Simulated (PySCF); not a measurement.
**Tl⁵⁰⁺: ionisation energy**

Tl⁵⁰⁺ [Ar] 3d10 4s2 4p1 [4p1/2^1, M_J = 1/2] → Tl⁵¹⁺ [Ar] 3d10 4s2, as a difference of total energies. Computed with PySCF 2.14 in an uncontracted even-tempered set (16 s from 7.4 bohr⁻², ratio 2.8; 13 p from 9.6 bohr⁻², ratio 2.8; 8 d from 17 bohr⁻², ratio 2.8; 4 f from 40 bohr⁻², ratio 3), with the two-component X2C-1e Hamiltonian. Correlated levels: [Ne] frozen; the 72 highest virtual spinors dropped. "Screened" scales the spin-orbit matrix elements by Boettger's factors to mimic the two-electron term; Breit and QED terms are absent.

```json
{"method": "GHF (spin-free)", "ionisation energy (eV)": "2803.7"}
{"method": "GMP2 (spin-free)", "ionisation energy (eV)": "2804.5"}
{"method": "GHF (screened spin-orbit)", "ionisation energy (eV)": "2916.7"}
{"method": "GMP2 (screened spin-orbit)", "ionisation energy (eV)": "2917.4"}
```

Breit and QED terms and the two-electron picture change are absent.

The spin-free rows lack the spin-orbit shift.

For comparison: 2925 ± 4 eV (theoretical estimate listed by NIST; NIST Atomic Spectra Database, ionization energies).
